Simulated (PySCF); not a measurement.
# Electron correlation in N⁺ (nitrogen, charge +1)

[He] 2s1 2p3, high-spin 5S determinant (an excited configuration). Calculation: PySCF 2.14, in aug-cc-pVTZ-DK (5s4p3d2f, 46 functions); the spin-free X2C one-electron Hamiltonian (Gaussian nucleus). Frozen: 1s2; 4 electrons correlated.

| level | correlation energy (mhartree) |
| --- | --- |
| CCSD | -33.06 |
| (T) | -0.18 |
| CCSD(T) | -33.24 |

Diagnostics: T1 = 0.0020, D1 = 0.0032, largest double amplitude 0.019.

Cost of the coupled-cluster step: about 0.5 core-seconds, for 4 correlated electrons.

Iterations:

```
CC2 = 0
CCSD nocc = (np.int64(4), np.int64(0)), nmo = (45, 45)
frozen orbitals [[0], [0]]
max_cycle = 100
direct = 0
conv_tol = 1e-08
conv_tol_normt = 1e-06
diis_space = 8
diis_start_cycle = 0
Init t2, MP2 energy = -0.027518853492755
Init E_corr(UCCSD) = -0.0275188534931702
cycle = 1  E_corr(UCCSD) = -0.0320388144551007  dE = -0.00451996096  norm(t1,t2) = 0.013594
cycle = 2  E_corr(UCCSD) = -0.0328508731039944  dE = -0.000812058649  norm(t1,t2) = 0.00317914
cycle = 3  E_corr(UCCSD) = -0.0330695115465947  dE = -0.000218638443  norm(t1,t2) = 0.000913004
cycle = 4  E_corr(UCCSD) = -0.033057803895503  dE = 1.17076511e-05  norm(t1,t2) = 0.00010226
cycle = 5  E_corr(UCCSD) = -0.033057924171185  dE = -1.20275682e-07  norm(t1,t2) = 5.23815e-06
cycle = 6  E_corr(UCCSD) = -0.0330579193100348  dE = 4.86115018e-09  norm(t1,t2) = 5.28308e-07
UCCSD converged
E(UCCSD) = -53.80437270269373  E_corr = -0.03305791931003481
UCCSD(T) correction = -0.000182347592360539
```
